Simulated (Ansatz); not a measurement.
The cluster K3H3. Charge 0, multiplicity 3. Geometry B3LYP-D4/def2-TZVP, that of the charge +1 doublet; atoms count from 1.

```xyz
6

K    -3.695    1.473   -0.593
K     0.479   -0.360   -0.232
K    -1.962    0.241    4.316
H    -1.555    0.577   -0.941
H     3.456   -1.119   -0.947
H     3.278   -0.812   -1.603
```

At PBE0-D4/def2-TZVP a singlet of charge 0 lies 0.22 eV below the triplet at the same geometry. The structure comes from a short search, and lower isomers may exist.

Q: Estimate the Mulliken populations from the PBE0/def2-TZVP orbitals of Ansatz.

A: 
| atom | charge (e) | spin (α − β) |
| --- | --- | --- |
| K1 | 0.18 | 0.60 |
| K2 | 0.31 | 0.40 |
| K3 | 0.02 | 0.98 |
| H4 | -0.53 | 0.03 |
| H5 | 0.02 | 0.00 |
| H6 | 0.00 | 0.00 |
Mulliken values and Mayer orders depend strongly on the basis.

Q: Where does the spin sit?

A: Summed by element: K 1.97, H 0.03, of 2 unpaired in all. Largest on single atoms: K3 0.98, K1 0.60, K2 0.40.
